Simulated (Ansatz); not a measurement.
Ansatz (a program for electronic structure) job for 1-chloro-1-fluorocyclobutane (C4H6ClF), SMILES FC1(Cl)CCC1, PBE0-D3(BJ)/def2-SVP. 

Ansatz 0.2 input:
```yaml
crystal:
  periodic: [false, false, false]
  atoms:
    - {symbol: F, position_ang: [1.64362170, 0.42793468, -0.00000000]}
    - {symbol: C, position_ang: [0.32764958, 0.06779914, 0.00000000]}
    - {symbol: Cl, position_ang: [-0.62035578, 1.57348658, 0.00000000]}
    - {symbol: C, position_ang: [-0.05985606, -0.93404989, -1.08921381]}
    - {symbol: C, position_ang: [-0.61390993, -1.87017586, 0.00000000]}
    - {symbol: C, position_ang: [-0.05985605, -0.93404989, 1.08921381]}
    - {symbol: H, position_ang: [0.81849023, -1.31831236, -1.60384992]}
    - {symbol: H, position_ang: [-0.77616350, -0.56802875, -1.81941804]}
    - {symbol: H, position_ang: [-0.19692835, -2.87314560, -0.00000000]}
    - {symbol: H, position_ang: [-1.69843738, -1.93199730, 0.00000000]}
    - {symbol: H, position_ang: [-0.77616349, -0.56802875, 1.81941805]}
    - {symbol: H, position_ang: [0.81849023, -1.31831236, 1.60384992]}
basis:
  gaussian:
    orbitals: def2-SVP
hamiltonian:
  xc: pbe0
  dispersion: d3bj
relax: {f_tol: 0.002, max_steps: 200}
```

Log of the run:

```
WARN ansatz: RAYON_NUM_THREADS=1 ignored (pool sized by the plan → 1); use --threads N
Functional definition: PBE0
integrals: 0.08 GiB planned
1317 factors; integrals over basis functions are off by at most 2.8e-4 eV
mean field: 0.58 GiB planned
mean field evaluation 1: about -19458.4229 eV, gradient 4.9e1 eV
mean field evaluation 2: about -19456.6131 eV, gradient 5.6e1 eV
mean field evaluation 4: about -19463.9724 eV, gradient 2.0e0 eV
mean field evaluation 8: about -19464.0199 eV, gradient 9.3e-2 eV
mean field evaluation 16: about -19464.0199 eV, gradient 2.3e-5 eV
mean field -19464.01988442 eV, -715.2895375658 hartree, gradient 2.3e-5 eV, S^2 0.000000; 0 other end points of the search recorded, 0 dependent functions left out
the calculation of the forces begins
reference -19464.01990841 eV, -715.2895384477 hartree; 28, 28 occupied and 90, 90 virtual orbitals, 1317 factors
relax step   1: F+E_penalty+E_count = -19464.25967014 eV  Δ(F+E_penalty+E_count) = +0.000e0 eV  max|allowed force component| = 6.046e-1 eV/Å  Δτ_max = 0.0000 Å  (29 SCF iters, accepted)
these checks for a lower state are left out or cut short: starts, cluster_reference, orbital_swaps, neighbouring_geometries, increment
integrals: 0.08 GiB planned
1317 factors; integrals over basis functions are off by at most 3.0e-4 eV
mean field: 0.58 GiB planned
mean field -19464.04121202 eV, -715.2903213408 hartree, gradient 1.0e-5 eV, S^2 0.000000; 0 other end points of the search recorded, 0 dependent functions left out
the calculation of the forces begins
reference -19464.04123606 eV, -715.2903222243 hartree; 28, 28 occupied and 90, 90 virtual orbitals, 1317 factors
relax step   2: F+E_penalty+E_count = -19464.28093159 eV  Δ(F+E_penalty+E_count) = -2.126e-2 eV  max|allowed force component| = 3.336e-1 eV/Å  Δτ_max = 0.0254 Å  (30 SCF iters, accepted)
these checks for a lower state are left out or cut short: starts, cluster_reference, orbital_swaps, neighbouring_geometries, increment
integrals: 0.08 GiB planned
1317 factors; integrals over basis functions are off by at most 3.0e-4 eV
mean field: 0.58 GiB planned
mean field evaluation 32: about -19464.0470 eV, gradient 1.0e-5 eV
mean field -19464.04701671 eV, -715.2905346592 hartree, gradient 1.0e-5 eV, S^2 0.000000; 0 other end points of the search recorded, 0 dependent functions left out
the calculation of the forces begins
reference -19464.04704077 eV, -715.2905355435 hartree; 28, 28 occupied and 90, 90 virtual orbitals, 1317 factors
relax step   3: F+E_penalty+E_count = -19464.28665621 eV  Δ(F+E_penalty+E_count) = -5.725e-3 eV  max|allowed force component| = 1.157e-1 eV/Å  Δτ_max = 0.0287 Å  (30 SCF iters, accepted)
these checks for a lower state are left out or cut short: starts, cluster_reference, orbital_swaps, neighbouring_geometries, increment
integrals: 0.08 GiB planned
1317 factors; integrals over basis functions are off by at most 3.0e-4 eV
mean field: 0.58 GiB planned
mean field -19464.05168606 eV, -715.2907062546 hartree, gradient 9.7e-6 eV, S^2 0.000000; 0 other end points of the search recorded, 0 dependent functions left out
the calculation of the forces begins
reference -19464.05171006 eV, -715.2907071365 hartree; 28, 28 occupied and 90, 90 virtual orbitals, 1317 factors
relax step   4: F+E_penalty+E_count = -19464.29171372 eV  Δ(F+E_penalty+E_count) = -5.058e-3 eV  max|allowed force component| = 8.761e-2 eV/Å  Δτ_max = 0.0431 Å  (29 SCF iters, accepted)
these checks for a lower state are left out or cut short: starts, cluster_reference, orbital_swaps, neighbouring_geometries, increment
integrals: 0.08 GiB planned
1317 factors; integrals over basis functions are off by at most 3.2e-4 eV
mean field: 0.58 GiB planned
mean field -19464.06209209 eV, -715.2910886691 hartree, gradient 1.3e-5 eV, S^2 0.000000; 0 other end points of the search recorded, 0 dependent functions left out
the calculation of the forces begins
reference -19464.06211599 eV, -715.2910895475 hartree; 28, 28 occupied and 90, 90 virtual orbitals, 1317 factors
relax step   5: F+E_penalty+E_count = -19464.30316545 eV  Δ(F+E_penalty+E_count) = -1.145e-2 eV  max|allowed force component| = 3.776e-1 eV/Å  Δτ_max = 0.1951 Å  (30 SCF iters, accepted)
these checks for a lower state are left out or cut short: starts, cluster_reference, orbital_swaps, neighbouring_geometries, increment
integrals: 0.08 GiB planned
1317 factors; integrals over basis functions are off by at most 3.1e-4 eV
mean field: 0.58 GiB planned
mean field -19464.07244671 eV, -715.2914691946 hartree, gradient 1.0e-5 eV, S^2 0.000000; 0 other end points of the search recorded, 0 dependent functions left out
the calculation of the forces begins
reference -19464.07247056 eV, -715.2914700710 hartree; 28, 28 occupied and 90, 90 virtual orbitals, 1317 factors
relax step   6: F+E_penalty+E_count = -19464.31398127 eV  Δ(F+E_penalty+E_count) = -1.082e-2 eV  max|allowed force component| = 2.404e-1 eV/Å  Δτ_max = 0.0143 Å  (29 SCF iters, accepted)
these checks for a lower state are left out or cut short: starts, cluster_reference, orbital_swaps, neighbouring_geometries, increment
integrals: 0.08 GiB planned
1317 factors; integrals over basis functions are off by at most 3.1e-4 eV
mean field: 0.58 GiB planned
mean field evaluation 64: about -19464.0793 eV, gradient 1.0e-5 eV
mean field -19464.07929801 eV, -715.2917209751 hartree, gradient 1.0e-5 eV, S^2 0.000000; 0 other end points of the search recorded, 0 dependent functions left out
the calculation of the forces begins
reference -19464.07932167 eV, -715.2917218446 hartree; 28, 28 occupied and 90, 90 virtual orbitals, 1317 factors
relax step   7: F+E_penalty+E_count = -19464.32191563 eV  Δ(F+E_penalty+E_count) = -7.934e-3 eV  max|allowed force component| = 7.118e-2 eV/Å  Δτ_max = 0.0588 Å  (30 SCF iters, accepted)
these checks for a lower state are left out or cut short: starts, cluster_reference, orbital_swaps, neighbouring_geometries, increment
integrals: 0.08 GiB planned
1317 factors; integrals over basis functions are off by at most 3.1e-4 eV
mean field: 0.58 GiB planned
mean field -19464.08002052 eV, -715.2917475270 hartree, gradient 1.0e-5 eV, S^2 0.000000; 0 other end points of the search recorded, 0 dependent functions left out
the calculation of the forces begins
reference -19464.08004419 eV, -715.2917483968 hartree; 28, 28 occupied and 90, 90 virtual orbitals, 1317 factors
relax step   8: F+E_penalty+E_count = -19464.32286487 eV  Δ(F+E_penalty+E_count) = -9.492e-4 eV  max|allowed force component| = 4.989e-2 eV/Å  Δτ_max = 0.0349 Å  (29 SCF iters, accepted)
these checks for a lower state are left out or cut short: starts, cluster_reference, orbital_swaps, neighbouring_geometries, increment
integrals: 0.08 GiB planned
1317 factors; integrals over basis functions are off by at most 3.1e-4 eV
mean field: 0.58 GiB planned
mean field -19464.08031774 eV, -715.2917584494 hartree, gradient 1.5e-5 eV, S^2 0.000000; 0 other end points of the search recorded, 0 dependent functions left out
the calculation of the forces begins
reference -19464.08034141 eV, -715.2917593192 hartree; 28, 28 occupied and 90, 90 virtual orbitals, 1317 factors
relax step   9: F+E_penalty+E_count = -19464.32307342 eV  Δ(F+E_penalty+E_count) = -2.085e-4 eV  max|allowed force component| = 1.666e-2 eV/Å  Δτ_max = 0.0078 Å  (24 SCF iters, accepted)
these checks for a lower state are left out or cut short: starts, cluster_reference, orbital_swaps, neighbouring_geometries, increment
integrals: 0.08 GiB planned
1317 factors; integrals over basis functions are off by at most 3.1e-4 eV
mean field: 0.58 GiB planned
mean field -19464.08032172 eV, -715.2917585956 hartree, gradient 5.1e-5 eV, S^2 0.000000; 0 other end points of the search recorded, 0 dependent functions left out
the calculation of the forces begins
reference -19464.08034538 eV, -715.2917594653 hartree; 28, 28 occupied and 90, 90 virtual orbitals, 1317 factors
relax step  10: F+E_penalty+E_count = -19464.32309939 eV  Δ(F+E_penalty+E_count) = -2.597e-5 eV  max|allowed force component| = 4.698e-3 eV/Å  Δτ_max = 0.0011 Å  (20 SCF iters, accepted)
these checks for a lower state are left out or cut short: starts, cluster_reference, orbital_swaps, neighbouring_geometries, increment
integrals: 0.08 GiB planned
1317 factors; integrals over basis functions are off by at most 3.1e-4 eV
mean field: 0.58 GiB planned
mean field -19464.08031837 eV, -715.2917584728 hartree, gradient 3.3e-5 eV, S^2 0.000000; 0 other end points of the search recorded, 0 dependent functions left out
the calculation of the forces begins
reference -19464.08034204 eV, -715.2917593424 hartree; 28, 28 occupied and 90, 90 virtual orbitals, 1317 factors
relax step  11: F+E_penalty+E_count = -19464.32310128 eV  Δ(F+E_penalty+E_count) = -1.887e-6 eV  max|allowed force component| = 1.239e-3 eV/Å  Δτ_max = 0.0003 Å  (20 SCF iters, accepted)
integrals: 0.08 GiB planned
1317 factors; integrals over basis functions are off by at most 3.1e-4 eV
mean field: 0.58 GiB planned
mean field evaluation 96: about -19464.0310 eV, gradient 2.3e0 eV
mean field -19464.08031837 eV, -715.2917584728 hartree, gradient 3.3e-5 eV, S^2 0.000000; 1 other end points of the search recorded, 0 dependent functions left out
the calculation of the forces begins
reference -19464.08034204 eV, -715.2917593424 hartree; 28, 28 occupied and 90, 90 virtual orbitals, 1317 factors
Total energy: -19464.32312494 eV, -715.3006814496 hartree
Atom 0 at     1.515360     0.655833     0.000000 Å, force    -0.000741    -0.000285     0.000000 eV/Å
Atom 1 at     0.297707     0.078428    -0.000000 Å, force     0.000129     0.000307    -0.000000 eV/Å
Atom 2 at    -0.938199     1.378491     0.000000 Å, force    -0.000657     0.001239     0.000000 eV/Å
Atom 3 at     0.020991    -0.966316    -1.080065 Å, force     0.000590     0.000006     0.000524 eV/Å
Atom 4 at    -0.699568    -1.800128    -0.000000 Å, force     0.000037    -0.000512    -0.000000 eV/Å
Atom 5 at     0.020991    -0.966316     1.080065 Å, force     0.000590     0.000006    -0.000524 eV/Å
Atom 6 at     0.976686    -1.421955    -1.380903 Å, force    -0.000186    -0.000573    -0.000085 eV/Å
Atom 7 at    -0.531758    -0.641042    -1.970998 Å, force     0.000155     0.000192     0.000233 eV/Å
Atom 8 at    -0.517384    -2.883011     0.000000 Å, force     0.000003     0.000017    -0.000000 eV/Å
Atom 9 at    -1.783173    -1.617869     0.000000 Å, force     0.000111    -0.000016    -0.000000 eV/Å
Atom 10 at    -0.531758    -0.641042     1.970998 Å, force     0.000155     0.000192    -0.000233 eV/Å
Atom 11 at     0.976686    -1.421955     1.380903 Å, force    -0.000186    -0.000573     0.000085 eV/Å
Dipole moment:    -0.052750    -0.474344     0.000000 e Å
```

Self-consistency was reached.
